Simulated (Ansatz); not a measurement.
KO (`[O][K]`) radical, one more setting.

```yaml
crystal:
  periodic: [false, false, false]
  atoms:
    - {symbol: O, position_ang: [0.932180, -0.311662, 0.477639]}
    - {symbol: K, position_ang: [-0.932180, 0.311662, -0.477639]}
basis:
  gaussian: {orbitals: def2-SVPD, fitting: {mean_field: cc-pVTZ-jkfit}}
magnetization: {spin_polarized: true, initial_magnetization: 1}
hamiltonian: {xc: {name: BHLYP}, dispersion: d4}
output: {forces: true}
```

```sh
$ ansatz run in.yaml --threads 2 --pin off --events-out ev --progress --plain --max-ram 32768MiB --backend cpu
```

Output, abridged:

```
Functional definition: BHLYP
Error: <dir> the basis set cc-pVTZ-JKFIT has no functions for K
```
